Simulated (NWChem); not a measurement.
boroxine (B₃H₃O₃); SMILES B1OBOBO1

Program: NWChem. Level B3LYP/def2-SVP: optimisations from one semi-empirical or force-field start; each run changes one setting, and all end within 0.3 mHa of each other.

```csv
setting,optimisation steps
"redundant internal coordinates, default thresholds",3
Cartesian coordinates,3
tight thresholds,5
symmetry off,3
```
